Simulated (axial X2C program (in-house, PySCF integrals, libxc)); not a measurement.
**Working with the constants of PtH**

A bond curve at the CCSD(T) level, 2c, was computed with an in-house all-electron X2C program for linear molecules (integrals from PySCF) (basis Pt dyall-cv3z [13s14p9d6f4g], H dyall-v3z [6s2p1d] (cores contracted in-house)) for the state Ω = 5/2 (⟨Sz⟩ = 0.50, ⟨Lz⟩ = 2.00 at HF). Its fit gives Re = 1.5215 Å, ωe = 2374.5 cm⁻¹, ωexe = 41.1 cm⁻¹ and αe = 2.014e-01 cm⁻¹; the masses are 194.9648 and 1.0078 u. Two-component means X2C with spin–orbit coupling and atomic mean-field Coulomb and Gaunt terms.

Correlated methods: 11 electrons correlated (number of frozen shells: Pt 5 s, 4 p, 2 d, 1 f; H none), 223 virtual spin orbitals or spinors in MP2, 90 natural virtuals in coupled cluster.

Problem. Find the reduced mass, Be and the force constant.

Solution. From the CCSD(T) values: μ = 1.0026 u. Be = 16.8576/(μ Re²) = 7.263 cm⁻¹. k = 5.8918×10⁻⁷ μ ωe² = 3.33 mdyn/Å.

Problem. Estimate De from a Morse curve and compare with the computed well depth of 3.512 eV to Pt + H.

Solution. De(Morse) = ωe²/(4ωexe) = 4.252 eV against 3.512 eV computed, a ratio of 1.21. The extrapolation overshoots: the well softens faster than a Morse curve, or the lowest atomic limit lies below the one to which the curve heads.

Problem. Scale the constants to the deuteride (D 2.0141 u) within the Born–Oppenheimer picture.

Solution. ρ = √(μH/μD) = 0.7092; ωe = 1684.0, ωexe = 20.7, Be = 3.653 cm⁻¹; the zero-point energy falls by 340 cm⁻¹.

Problem. A Morse curve ties αe to the other constants (Pekeris). How well does that hold?

Solution. αe(Morse) = 6Be²/ωe × (√(ωexe/Be) − 1) = 1.838e-01 cm⁻¹; the CCSD(T) curve gives 2.014e-01 cm⁻¹, a ratio of 0.91.

Problem. Estimate the centrifugal constant by the Kratzer relation.

Solution. D = 4Be³/ωe² = 2.72e-04 cm⁻¹.

Occupations by symmetry block were frozen at the best pattern of an incomplete PBE0 search. Dissociation energies refer to the lowest single-determinant-based atoms at the same level and basis. CCSD and (T) use frozen natural virtuals with an MP2 correction for the truncation; (T) itself is uncorrected, so its De runs slightly low. The lowest spin-free determinant has another configuration (M_S = 1/2, Λ = 0), so the order of states is uncertain and this need not be the ground state.
